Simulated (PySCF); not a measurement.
Identify the unknown among the candidates.

All candidates are C5H8ClFO.

- 13C NMR: chemical shifts (computed TMS as zero) by class: 189.8 (1 C), 95.3 (1 C), 41.3 (1 C), 20.2 (1 C), 16.4 (1 C) ppm [GIAO PBE0/pcSseg-1]
- Triplet: lowest triplet excitation (Tamm–Dancoff): 4.48 eV [TDA B3LYP/def2-SVPD]
- Rotational structure: rotational constants A, B, C: 2.384, 1.029, 0.985 GHz [GFN2-xTB]
- UV, first state: lowest singlet excitation: 4.97 eV (249 nm, f = 0.000) [TDDFT B3LYP/def2-SVPD]
- Dipole: 2.32 D [B3LYP/def2-SVPD]
- NMR, other nuclei: isotropic shieldings of nuclei other than C and H, by class: -253 (1 O), 375 (1 F), 480 (1 Cl) ppm [GIAO PBE0/pcSseg-1]

The electronic properties come from PySCF, for the isolated species, density fitting. Levels stand in brackets. Isolated species at its GFN2-xTB geometry (one conformer only). NMR classes are plain means over equivalent atoms (diastereotopic ones count apart unless rotation or inversion swaps them), as if these changed places fast.

Problem. Which candidate is it?
A. `FCO[C@@H]1CC[C@@H]1Cl`
B. `C=C(COC)[C@@H](F)Cl`
C. `CC(C)(CF)C(=O)Cl`
D. `CCC[C@@H](F)C(=O)Cl`
E. `F[C@@H]1CCOC[C@@H]1Cl`

Solution. D. It is `CCC[C@@H](F)C(=O)Cl`. Numbering: `[CH3:1][CH2:2][CH2:3][C@@H:4]([F:5])[C:6](=[O:7])[Cl:8]`. Its formula, C5H8ClFO, gives 1 degree of unsaturation: 0 rings and 1 π bond in the structure found. 5 carbons fall into 5 classes; from least to most shielded: acyl halide carbon [C6] (189.8 ppm), sp3 C–F carbon [C4] (95.3 ppm), chain CH2 carbon [C3] (41.3 ppm), chain CH2 carbon [C2] (20.2 ppm), methyl carbon [C1] (16.4 ppm). The other shieldings belong to: -253 ppm, carbonyl oxygen [O7]; 375 ppm, alkyl fluorine [F5]; 480 ppm, chlorine bonded to C [Cl8]. S1 is mainly HOMO→LUMO (weight 0.98); the largest Löwdin shares of the orbital it empties are 0.50 on the carbonyl oxygen, 0.25 on the chlorine bonded to C, 0.08 on the acyl halide carbon and 0.06 on the alkyl fluorine, of the orbital it fills 0.41 on the acyl halide carbon, 0.31 on the carbonyl oxygen, 0.14 on the chlorine bonded to C and 0.06 on the sp3 C–F carbon. The optimised geometry has point group C1 and is an asymmetric top.

The others, at the same levels:
- `F[C@@H]1CCOC[C@@H]1Cl` fails: its computed 13C shifts are 91.6 (1 C), 71.3 (1 C), 64.9 (1 C), 62.6 (1 C), 37.1 (1 C) ppm, rotational constant A is 2.851 GHz (against 2.384 GHz) and smallest rotational constant is 1.069 GHz (against 0.985 GHz).
- `C=C(COC)[C@@H](F)Cl` fails: its computed 13C shifts are 153.5 (1 C), 121.4 (1 C), 107.5 (1 C), 77.6 (1 C), 61.3 (1 C) ppm, lowest singlet excitation is 5.71 eV (217 nm, f = 0.003) (against 4.97 eV) and lowest triplet excitation (Tamm–Dancoff) is 4.28 eV (against 4.48 eV).
- `CC(C)(CF)C(=O)Cl` fails: it has 4 carbon classes against 5; its computed 13C shifts are 190.3 (1 C), 89.8 (1 C), 54.3 (1 C), 24.5 (2 C) ppm and rotational constant A is 3.000 GHz (against 2.384 GHz).
- `FCO[C@@H]1CC[C@@H]1Cl` fails: its computed 13C shifts are 104.5 (1 C), 69.7 (1 C), 62.2 (1 C), 27.9 (1 C), 27.6 (1 C) ppm, rotational constant A is 2.486 GHz (against 2.384 GHz) and smallest rotational constant is 0.938 GHz (against 0.985 GHz).

Each candidate is one conformer, not necessarily the lowest. Dipoles, sizes and rotational constants follow the conformer. The torsions of the flexible species, by atom-mapped SMILES:
- `[CH3:1][CH2:2][CH2:3][C@@H:4]([F:5])[C:6](=[O:7])[Cl:8]`: C1–C2–C3–C4 179°, C2–C3–C4–F5 -63°, C3–C4–C6–O7 65°
- `[CH2:1]=[C:2]([CH2:3][O:4][CH3:5])[C@@H:6]([F:7])[Cl:8]`: C1–C2–C3–O4 126°, C2–C3–O4–C5 179°, C1–C2–C6–F7 -15°
- `[CH3:1][C:2]([CH3:3])([CH2:4][F:5])[C:6](=[O:7])[Cl:8]`: C1–C2–C4–F5 61°, C1–C2–C6–O7 119°
- `[F:1][CH2:2][O:3][C@@H:4]1[CH2:5][CH2:6][C@@H:7]1[Cl:8]`: F1–C2–O3–C4 69°, C2–O3–C4–C5 -179°

The conformers of `F[C@@H]1CCOC[C@@H]1Cl` aren't listed.
